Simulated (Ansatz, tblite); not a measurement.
Cost and result up the ladder for the cluster Na4O2 (6 atoms). The state is a singlet with charge 0. Geometry: r2SCAN-D4/def2-SVP.

```xyz
6

Na    1.082   -3.437   -0.811
Na   -1.087    3.433    0.821
Na   -1.101   -0.184   -0.689
Na    1.104    0.186    0.683
O     0.499   -1.569   -0.379
O    -0.497    1.571    0.374
```

Ansatz on 2 threads of Arm Neoverse V1 on a shared host; xTB runs through tblite on one thread. Times are rough, summed over both states, and most runs start from the orbitals of an earlier one. PBE0-D4/def2-TZVP serves as the yardstick here, not as an exact answer. Differences are given only for rows in sets of like size (and for xTB, whose basis is part of the method), since another set adds its own error. The other state is a doublet.

The xTB rows come from tblite. Correlated methods freeze 6 core orbitals; core or outer-core shells of Na are correlated, in sets that lack core-valence functions. The rows differ in basis, and correlated rows in double-zeta sets carry the largest basis error. The structure comes from a short search, and lower isomers may exist.

Correlated methods converge slowly with the basis, most of all in double-zeta sets.

Raw xTB energies of ions are shifted by several eV.

```json
{"level": "GFN1-xTB", "functions": "24", "wall time": "0.009 s"}
{"level": "GFN2-xTB", "functions": "24", "wall time": "0.06 s"}
{"level": "PBE-D4/def2-TZVP", "functions": "190", "wall time": "12 s"}
{"level": "PBE0-D4/def2-TZVP (with forces)", "functions": "190", "wall time": "37 s"}
{"level": "r2SCAN-D4/def2-TZVP", "functions": "190", "wall time": "53 s"}
{"level": "CCSD(T)/def2-SVP", "functions": "88", "wall time": "79 s"}
```

Question: Estimate what each level gives for the vertical IE (eV).

Answer: 
```json
{"level": "GFN1-xTB", "vertical IE (eV)": "9.62", "difference from PBE0-D4/def2-TZVP (eV)": "5.13", "remarks": "–"}
{"level": "GFN2-xTB", "vertical IE (eV)": "9.08", "difference from PBE0-D4/def2-TZVP (eV)": "4.59", "remarks": "–"}
{"level": "PBE-D4/def2-TZVP", "vertical IE (eV)": "4.63", "difference from PBE0-D4/def2-TZVP (eV)": "0.13", "remarks": "–"}
{"level": "PBE0-D4/def2-TZVP (with forces)", "vertical IE (eV)": "4.49", "difference from PBE0-D4/def2-TZVP (eV)": "0.00", "remarks": "–"}
{"level": "r2SCAN-D4/def2-TZVP", "vertical IE (eV)": "4.37", "difference from PBE0-D4/def2-TZVP (eV)": "-0.13", "remarks": "–"}
{"level": "CCSD(T)/def2-SVP", "vertical IE (eV)": "4.59", "difference from PBE0-D4/def2-TZVP (eV)": "–", "remarks": "large T1 (0.031) (singlet)"}
```
